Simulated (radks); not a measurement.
All-electron atom: Hf56+ in [Ne] 3s2 3p4.

All-electron calculation, scalar-relativistic Kohn-Sham, PBEsol, spin-unpolarised, spherical densities, point nucleus. Program: a radial shooting solver on a logarithmic mesh with Libxc functionals.

Energy parts (eV):
total: -319894.60
kinetic: 357910.82
electron-nucleus: -707317.42
Hartree: 33743.97
exchange-correlation: -4231.97

Orbitals (lengths in bohr, moments of r in powers of bohr):
orbital  occ.  eigenvalue (eV)      <r>
1s          2        -69487.66  0.01898
2s          2        -15234.29  0.07955
2p          6        -13902.83  0.07082
3s          2        -6030.263   0.1931
3p          4        -5633.563   0.1895
3d          0        -5267.647   0.1672
4s          0        -3183.190   0.3616
4p          0        -3022.056   0.3634

The highest occupied level is 3p at -5633.6 eV. Summed over all electrons, <r^2> = 0.3034 bohr^2, which gives a Langevin (diamagnetic) susceptibility term of -0.24 x 10^-6 cm^3/mol.
